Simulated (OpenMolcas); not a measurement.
# Cr3+: effect of the metal basis

Cr3+ with its 6 nearest oxide ions at 2.034 Å, on the Mg site of MgO (a = 4.2112 Å, distance in the model lattice 2.106 Å). The rest of the host is ab initio model potentials to 7.6 Å and point charges beyond; the distance is set by hand and nothing relaxes, and no local charge compensation is placed.

```
Program             : OpenMolcas
Method              : SS-CASPT2, IPEA 0.25 Eh, imaginary shift 0.1 Eh (closed shells correlated: 3s 3p and the ligand valence shells)
Spin-orbit coupling : state interaction with AMFI integrals over the reference wave functions
```

Fixed: ligand basis ANO-RCC-VDZP, active space 3 electrons in 5 orbitals (3d), DKH2 Hamiltonian.

States (labels of O, the rotations of Oh). Energies in cm-1 above the lowest state or level, χT in cm3 K/mol; 10Dq and B are least-squares fits to the states below 45000 cm-1, weighted by degeneracy, with a free offset, and given where the rms deviation is under 5 % of |10Dq| (or 100 cm-1) and under 700 cm-1.

| Run | Metal basis | Ground state | First state of that spin | 10Dq | B (rms of fit) | First gap with spin-orbit (degeneracies) | χT at 300 K | First state of another spin | Cost |
| --- | --- | --- | --- | --- | --- | --- | --- | --- | --- |
| A | ANO-RCC-VDZP | 4A2 | 4T2 18690 | 18096 | 787 (426) | 13350 (4, 4) | 1.844 | 2E 13370 | roughly 2.4 core-minutes |
| B | ANO-RCC-VTZP | 4A2 | 4T2 17870 |  |  | 12580 (4, 4) | 1.843 | 2E 12600 | roughly 5 core-minutes |

Against A, the first state of the same spin changes by -4.4 % in B.

Costs are those of the CASPT2 steps.

Roots that are degenerate in the reference are averaged as groups; the widest CASPT2 spread within a group is 200 cm-1 (the 2-fold group of multiplicity 2 near 33100 cm-1 above the lowest state of its run, A). Shifts and gaps below about the spread of the groups concerned are not significant. Over all roots computed the reference weight is 0.70 to 0.71 in A, 0.69 to 0.71 in B; a low but even weight reflects the number of correlated electrons. Ligand-to-metal charge-transfer states are missing. With no ligand orbital active B as a rule stays too high, so bands that hang on it stand too high and its fall with covalency is understated. With one d shell and no ligand orbital active, 10Dq can be off by a tenth or more. No measured value stands beside these numbers; the geometry was set by hand and not optimised.
